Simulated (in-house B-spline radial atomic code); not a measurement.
Successive ionisation energies of platinum; each step leads to the configuration of the next row (after the last: [Ar] 3d10 4s2 4p6). NIST's values go from ground level to ground level; the uncertainty of those that are theory runs from under 0.1 % in few-electron ions to several per cent in heavy many-electron ones. Computed with a B-spline radial code for spherical atoms: non-relativistic Hartree-Fock, average of the configuration, point nuclei.

This level leaves out relativity, spin-orbit splitting included, which matters for heavy ions.

```json
{"ion": "Pt32+", "configuration": "[Kr] 4d10", "ionisation energy (eV)": "1412.4", "tabulated value (eV)": "1402", "tabulated kind": "tabulated theory", "computed minus tabulated (eV)": "10.4", "highest orbital": "4d", "largest mean radius (bohr)": "0.42194"}
{"ion": "Pt33+", "configuration": "[Kr] 4d9", "ionisation energy (eV)": "1466.7", "tabulated value (eV)": "1454", "tabulated kind": "tabulated theory", "computed minus tabulated (eV)": "12.7", "highest orbital": "4d", "largest mean radius (bohr)": "0.4199"}
{"ion": "Pt34+", "configuration": "[Kr] 4d8", "ionisation energy (eV)": "?", "tabulated value (eV)": "?", "tabulated kind": "tabulated theory", "computed minus tabulated (eV)": "?", "highest orbital": "?", "largest mean radius (bohr)": "?"}
{"ion": "Pt35+", "configuration": "[Kr] 4d7", "ionisation energy (eV)": "1577.2", "tabulated value (eV)": "1567", "tabulated kind": "tabulated theory", "computed minus tabulated (eV)": "10.2", "highest orbital": "4d", "largest mean radius (bohr)": "0.41585"}
{"ion": "Pt36+", "configuration": "[Kr] 4d6", "ionisation energy (eV)": "?", "tabulated value (eV)": "?", "tabulated kind": "tabulated theory", "computed minus tabulated (eV)": "?", "highest orbital": "?", "largest mean radius (bohr)": "?"}
{"ion": "Pt37+", "configuration": "[Kr] 4d5", "ionisation energy (eV)": "1690.1", "tabulated value (eV)": "1680", "tabulated kind": "tabulated theory", "computed minus tabulated (eV)": "10.1", "highest orbital": "4d", "largest mean radius (bohr)": "0.41186"}
{"ion": "Pt38+", "configuration": "[Kr] 4d4", "ionisation energy (eV)": "1747.5", "tabulated value (eV)": "1763", "tabulated kind": "tabulated theory", "computed minus tabulated (eV)": "-15.5", "highest orbital": "4d", "largest mean radius (bohr)": "0.40988"}
{"ion": "Pt39+", "configuration": "[Kr] 4d3", "ionisation energy (eV)": "?", "tabulated value (eV)": "?", "tabulated kind": "tabulated theory", "computed minus tabulated (eV)": "?", "highest orbital": "?", "largest mean radius (bohr)": "?"}
{"ion": "Pt40+", "configuration": "[Kr] 4d2", "ionisation energy (eV)": "1864.0", "tabulated value (eV)": "1883", "tabulated kind": "tabulated theory", "computed minus tabulated (eV)": "-19.0", "highest orbital": "4d", "largest mean radius (bohr)": "0.40598"}
{"ion": "Pt41+", "configuration": "[Kr] 4d1", "ionisation energy (eV)": "1923.2", "tabulated value (eV)": "1941", "tabulated kind": "tabulated theory", "computed minus tabulated (eV)": "-17.8", "highest orbital": "4d", "largest mean radius (bohr)": "0.40405"}
```

Task: Fill in the row of Pt34+.

Result: ionisation energy (eV): 1521.6; tabulated value (eV): 1509; computed minus tabulated (eV): 12.6; highest orbital: 4d; largest mean radius (bohr): 0.41787.

Task: Fill in the row of Pt36+.

Result: ionisation energy (eV): 1633.3; tabulated value (eV): 1624; computed minus tabulated (eV): 9.3; highest orbital: 4d; largest mean radius (bohr): 0.41385.

Task: Fill in the row of Pt39+.

Result: ionisation energy (eV): 1805.4; tabulated value (eV): 1821; computed minus tabulated (eV): -15.6; highest orbital: 4d; largest mean radius (bohr): 0.40792.
